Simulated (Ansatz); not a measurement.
Isolated molecules relaxed with PBE0-D4/def2-TZVP in Ansatz; ΔE leaves out vibrations. CBS: MP2 limit from def2 TZ/QZ plus the TZ coupled-cluster correction, frozen cores. For Se outer-core shells are correlated without core-valence functions, which leaves a few kJ/mol of doubt a bond. Scalar relativity is left out up to krypton. Each species was taken in one conformer, which may not be the lowest.

`CO[SiH](C)O` + H₂Se → `C[SeH]` + `C[SiH](O)O`  (substitution at a C–O bond)

```tsv
species	CCSD/def2-TZVPP energy (Eh)
`CO[SiH](C)O`	-520.26558
H₂Se	-2401.30510
`C[SeH]`	-2440.53519
`C[SiH](O)O`	-481.05424
```

(1) Work out ΔE.

Largest T1 diagnostic among the species: 0.011.

Results:

(1) ΔE = (-2440.53519) + (-481.05424) − (-520.26558) − (-2401.30510) = -0.01875 Eh = -49.2 kJ/mol. CCSD(T)/CBS gives -51.8 kJ/mol.

In def2-TZVPP, CCSD(T) changes the Hartree–Fock value by −8.8 kJ/mol (the triples alone add −1.0 kJ/mol) and MP2 by −16.1 kJ/mol.
